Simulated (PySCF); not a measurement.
Computed IR spectrum (relative IR intensity) of a molecule C₂H₉NSi. Coordinates come from a PBE-D3(BJ)/def2-SVP optimisation. Other conformers were not sampled. Method: PBE-D3(BJ)/def2-SVP (PySCF). Frequencies are harmonic and unscaled.

Lines under 2 % of the strongest are left out, and lines within 2 cm⁻¹ are merged.

ν (cm⁻¹): 149 (w), 186 (vw), 313 (vw), 452 (vs), 541 (w), 664 (w), 704 (m), 841 (s), 902 (vs), 924 (m), 955 (w), 965 (m), 1024 (w), 1211 (vw), 1377 (vw), 1424 (vw), 1431 (vw), 1503 (m), 2081 (vs), 2157 (s), 2958 (m), 2970 (w), 3041 (w), 3046 (m), 3474 (w), 3564 (w) (against the strongest line: vs over 80 %, s over 45 %, m over 15 %, w over 4 %, vw less)

**Question.** Pick the molecule that these values belong to.
(A) CCN[SiH3]
(B) CC[SiH2]N
(C) CNC[SiH3]
(D) CN(C)[SiH3]

**Answer.** B, CC[SiH2]N
